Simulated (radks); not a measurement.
Task: Ionisation ladder of niobium, from Nb I to Nb XIII. Each ion is in the ground configuration listed by NIST, and IE = E(next ion) - E(this ion). All-electron calculation, scalar-relativistic Kohn-Sham, BLYP, spin-polarised, spherical densities, point nucleus; open shells are filled with parallel spins first (spin-orbit coupling, left out, can overturn this in heavy ions). Program: a radial shooting solver on a logarithmic mesh with Libxc functionals.

| species | configuration | IE, Delta-SCF (eV) | -e(HOMO) (eV) | HOMO |
|---|---|---|---|---|
| Nb I | [Kr] 4d4 5s1 | 7.002 | 3.421 | 4d up |
| Nb II | [Kr] 4d4 | 14.671 | 9.894 | 4d up |
| Nb III | [Kr] 4d3 | ? | 19.745 | 4d up |
| Nb IV | [Kr] 4d2 | 37.348 | 31.144 | 4d up |
| Nb V | [Kr] 4d1 | ? | 43.731 | 4d up |
| Nb VI | [Kr] | 102.26 | 93.790 | 4p |
| Nb VII | [Ar] 3d10 4s2 4p5 | ? | 110.86 | 4p down |
| Nb VIII | [Ar] 3d10 4s2 4p4 | 137.17 | 128.33 | 4p down |
| Nb IX | [Ar] 3d10 4s2 4p3 | 160.41 | 150.90 | 4p up |
| Nb X | [Ar] 3d10 4s2 4p2 | 179.69 | 170.04 | 4p up |
| Nb XI | [Ar] 3d10 4s2 4p1 | 199.10 | 189.44 | 4p up |
| Nb XII | [Ar] 3d10 4s2 | 247.63 | 237.52 | 4s |
| Nb XIII | [Ar] 3d10 4s1 | ? | 260.73 | 4s up |

Estimate the withheld Delta-SCF values.

Result: Nb III: 25.332 eV (NIST 25.040); Nb V: 50.421 eV (NIST 50.573); Nb VII: 119.54 eV (NIST 119.1); Nb XIII: 271.25 eV (NIST 268.59).
